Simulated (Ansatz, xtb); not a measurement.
**Relative energy of two conformers of C2H7AlCl2O**

Structure I: `C[CH2][Al-]([OH2+])([Cl])[Cl]`, a singlet. Structure II: `C[CH2][Al-]([OH2+])([Cl])[Cl]`, a singlet. Both are isolated molecules in the gas phase, relaxed with PBE0-D4/def2-SVP.

I (Å):

```xyz
13

C     0.5579   -0.2602   -0.0311
C     1.0163    0.9474   -0.8506
Al    0.2559    1.0414   -2.6371
Cl   -1.8547    0.7122   -2.8705
Cl    1.1161    2.3391   -4.1111
O     0.7340   -0.6251   -3.6194
H    -0.5376   -0.2808    0.0856
H     0.9924   -0.2686    0.9823
H     0.8468   -1.2110   -0.5095
H     0.7581    1.8854   -0.3262
H     2.1176    0.9639   -0.9397
H     1.1946   -0.3634   -4.4333
H    -0.1048   -1.0344   -3.8899
```

II (Å):

```yaml
atoms:
  - { symbol: C, position_ang: [-0.3051, 0.3287, -1.3529] }
  - { symbol: C, position_ang: [-0.5013, -0.9046, -2.2382] }
  - { symbol: Al, position_ang: [-2.3438, -1.2228, -2.7704] }
  - { symbol: Cl, position_ang: [-3.2399, 0.0392, -4.2584] }
  - { symbol: Cl, position_ang: [-3.7366, -1.9881, -1.3267] }
  - { symbol: O, position_ang: [-2.4344, -2.8500, -3.9110] }
  - { symbol: H, position_ang: [0.7504, 0.4780, -1.0710] }
  - { symbol: H, position_ang: [-0.8806, 0.2527, -0.4159] }
  - { symbol: H, position_ang: [-0.6362, 1.2500, -1.8593] }
  - { symbol: H, position_ang: [-0.1318, -1.8080, -1.7195] }
  - { symbol: H, position_ang: [0.1113, -0.8168, -3.1540] }
  - { symbol: H, position_ang: [-2.8407, -2.5823, -4.7521] }
  - { symbol: H, position_ang: [-3.0559, -3.4609, -3.4813] }
```

Problem. Estimate E(II) − E(I) at the level CCSD(T)/def2-SVP + ΔMP2/def2-TZVPP.

Solution. CCSD(T)/def2-SVP + ΔMP2/def2-TZVPP gives E(II) − E(I) = +0.014 eV, slightly favouring structure I, which is too small a margin to settle the true order.

How the difference moves with the method:

| level | geometry | E(II) − E(I) (eV) | departure from the last row (eV) | job, with rough time for the two |
| --- | --- | --- | --- | --- |
| PBE0-D4/def2-SVP | PBE0-D4/def2-SVP | +0.017 | +0.002 | optimisation, 44 s |
| HF/def2-SVP | PBE0-D4/def2-SVP | +0.008 | −0.007 | part of the CCSD(T) run |
| MP2/def2-SVP | PBE0-D4/def2-SVP | +0.015 | 0.000 | part of the CCSD(T) run |
| CCSD(T)/def2-SVP | PBE0-D4/def2-SVP | +0.014 | 0.000 | single point |
| CCSD(T)/def2-SVP + ΔMP2/def2-TZVPP | PBE0-D4/def2-SVP | +0.014 |  | single point, 32 s |

The largest departure from CCSD(T)/def2-SVP + ΔMP2/def2-TZVPP is that of HF/def2-SVP, 0.007 eV. Levels run at GFN2-xTB geometries aren't shown. The last row adds to CCSD(T) the change of the MP2 difference between the two basis sets, here 0.000 eV.

With thermal terms from frequencies at re-optimised GFN2-xTB minima (ideal gas, soft modes damped towards free rotors, one conformer each, 298.15 K, 1 atm): on the last row, ΔE + ΔZPE = +0.015, ΔH = +0.014, ΔG = +0.016 eV.

The correlated steps freeze 18 core orbitals. Programs: Ansatz 0.2.0, xtb 6.7.1; the last row on 2 threads of Intel(R) Xeon(R) 6975P-C (Granite Rapids) on a shared host.
